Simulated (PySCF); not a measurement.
CH5FN2Si2, SMILES [SiH2]1N[Si@H](F)C=N1. Atoms are numbered in the order given.

```xyz
11

F     -2.0253     1.2116    -0.3166
Si    -1.0228    -0.0417    -0.6091
C     -0.5658    -0.9330     1.0202
N      0.6645    -0.8918     1.3847
Si     1.7279    -0.0261     0.2573
N      0.5864     0.4400    -0.9880
H     -1.7125    -0.8250    -1.6679
H     -1.2949    -1.4564     1.6748
H      2.3688     1.1198     0.9615
H      2.7907    -0.9442    -0.2407
H      0.8438     0.9110    -1.8501
```
Charge 0, spin multiplicity 1.

Coordinates come from a r2SCAN-D4/def2-SVP optimisation. The structure was generated by enumeration; whether it is a known compound was not checked.

These are PBE/def2-TZVP (PySCF) values and carry that method's errors.

Question: Estimate the frontier levels, gap, dipole moment and polarisability. (An estimate is asked for; the answer gives what the named calculation found.)

Answer: 
```
Property                                                                                                        Value
---------------------------------------------------------------------------------------------  ----------------------
highest occupied level                                                                                       -5.70 eV
lowest empty level                                                                                           -2.64 eV
orbital gap                                                                                                   3.06 eV
dipole moment                                                                                                  1.93 D
quadrupole, principal values (traceless, Buckingham form, about the centre of nuclear charge)  -9.28, -0.37, 9.65 D·Å
mean static polarisability                                                                      72.8 bohr³ (10.79 Å³)
polarisability, principal values                                                               56.7, 69.5, 92.2 bohr³
```
